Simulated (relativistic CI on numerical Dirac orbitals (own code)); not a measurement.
## One change at a time: Ag³⁶⁺

Base calculation: Dirac-Coulomb-Breit CI, KLI orbitals optimised for each configuration, a model potential for QED, unscaled Slater integrals.

Configurations in the expansion (outside the closed core [Ne]): 3s, 3p, 3d, 4s, 4p, 4d, 4f, 5s, 5p, 5d, 5f, 5g, 6s, 6p, 6d. Levels of other configurations are missing.

Variants: (1) Breit term removed. Shifts of the energy above 3s 2S_1/2, in eV, for the lowest level and the first level of each name with at least 55 % of one term (blank where a level changes its place among those of its configuration and J or its character, or is not in the variant):

```tsv
Level	Base	Δ(1)
3s 2S_1/2	0.00	0.00
3p 2P°_1/2	82.37	-0.79
3p 2P°_3/2	127.59	-0.06
3d 2D_3/2	234.07	+0.32
3d 2D_5/2	243.78	+0.80
4s 2S_1/2	1084.40	+0.74
4p 2P°_1/2	1118.34	+0.41
4p 2P°_3/2	1136.64	+0.71
4d 2D_3/2	1176.78	+0.88
4d 2D_5/2	1181.03	+1.06
4f 2F°_5/2	1201.94	+1.18
4f 2F°_7/2	1203.71	+1.20
5s 2S_1/2	1564.33	+0.98
5p 2P°_1/2	1581.37	+0.82
5p 2P°_3/2	1590.55	+0.97
5d 2D_3/2	1610.14	+1.06
5d 2D_5/2	1612.34	+1.14
5f 2F°_5/2	1622.69	+1.19
5f 2F°_7/2	1623.60	+1.21
5g 2G_7/2	1624.92	+1.20
5g 2G_9/2	1625.47	+1.21
6s 2S_1/2	1818.32	+1.08
```

At this charge energies of transitions that change n are usually good to better than 1 %, and those within a shell (Δn = 0) to a few per cent.

Ionisation energy from the two ground configurations alone: base 2371.09 eV; Breit term removed 2372.3 eV. The NIST ASD value (semi-empirical) is 2371.99 eV.
